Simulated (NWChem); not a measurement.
Total energies of CCl

```xyz
2

C      0.0000     0.0000     1.2387
Cl     0.0000     0.0000    -0.4372
```
Charge 0, spin multiplicity 2.

The numbers come from NWChem runs, not from measurements. The geometry was optimised at UPBE/def2-SVP, a minimum by its harmonic frequencies.

Basis set: cc-pVTZ (64 functions).

```json
[
 {"method": "UHF", "total energy (Ha)": "-497.25899", "relative cost": "1"},
 {"method": "UMP2", "total energy (Ha)": "-497.55023", "relative cost": "under 3"},
 {"method": "UB2PLYP", "total energy (Ha)": "-498.00707", "relative cost": "under 3"},
 {"method": "UPBE", "total energy (Ha)": "-497.93274", "relative cost": "under 3"},
 {"method": "UB3LYP", "total energy (Ha)": "-498.18584", "relative cost": "under 3"},
 {"method": "UTPSS", "total energy (Ha)": "-498.20206", "relative cost": "under 3"}
]
```

Total energies of different functionals aren't comparable as a measure of quality: only differences taken within one method are. The cost column gives rough processor time relative to UHF; each entry includes its own SCF.

The correlated methods keep 6 core orbitals frozen. B3LYP has NWChem's definition, with VWN1-RPA local correlation. This spin state was chosen for the runs; another may lie lower. The structure started from a generated list of species. The unpaired electrons of the parent sit in orbitals of symmetry b1 (C2v labels of the run); other states weren't searched. No SCF solution was tested for a lower state. Open-shell Hartree-Fock references start from PBE0 orbitals; any time given for them includes that run.
